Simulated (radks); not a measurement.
Valence configurations of Hg2+ (all share [Xe]). All-electron calculation, Dirac Kohn-Sham, PBE, spin-unpolarised, spherical densities, point nucleus; open shells fill j = l - 1/2 first. Program: a radial shooting solver on a logarithmic mesh with Libxc functionals. Energies are relative to 4f14 5d10; eigenvalues in eV.

valence                E (eV)  e(4f5/2)  e(4f7/2)  e(5d3/2)  e(5d5/2)  e(6p1/2)
4f14 5d10               0.000   -117.09   -112.90   -29.943   -28.022         -
4f13 5d10 6p1          104.54   -134.74   -130.42   -35.628   -33.439   -17.963
4f13.5 5d10 6p0.5      50.312   -125.82   -121.56   -32.746   -30.691   -17.052
4f12 5d10 6p2          225.18   -153.16   -148.70   -41.594   -39.132   -19.776
4f14 5d8 6s2           12.024   -125.07   -120.88   -35.615   -33.509         -
4f13 5d10 6s1          96.761   -133.47   -129.15   -34.461   -32.287         -
4f14 5d9 6p1           12.980   -122.25   -118.06   -33.884   -31.854   -17.776
4f12 5d8 6s2 6p2       250.31   -162.24   -157.78   -47.881   -45.224   -21.759
4f12.5 5d10 6s0.5 6p1  158.74   -143.24   -138.85   -38.014   -35.697   -18.561
4f14 5d9 6s0.5 6p0.5    9.138   -121.63   -117.43   -33.316   -31.294   -17.458

NIST lists [Xe] 4f14 5d10 as the ground configuration; this level of theory agrees among the configurations tried. The energies are those of spherical spin-averaged densities, not of single terms.
